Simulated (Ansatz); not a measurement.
Ansatz (a program for electronic structure) input:

Ansatz 0.2 input:
```yaml
crystal:
  periodic: [false, false, false]
  atoms:
    - {symbol: Os, position_ang: [-0.00000000, -0.00000000, -0.16520774]}
    - {symbol: O, position_ang: [0.00000000, 0.00000000, 1.56947353]}
basis:
  gaussian:
    orbitals: def2-TZVP
hamiltonian:
  xc: {name: PBE0}
magnetization: {spin_polarized: true, initial_magnetization: 4}
relax: {f_tol: 0.003, max_steps: 100}
```

**Question.** Predict the final energy.

**Answer.** -165.75085 Eh (PBE0/def2-TZVP). The basis has 71 functions.

The spin state was set by rule; other spins were not relaxed.
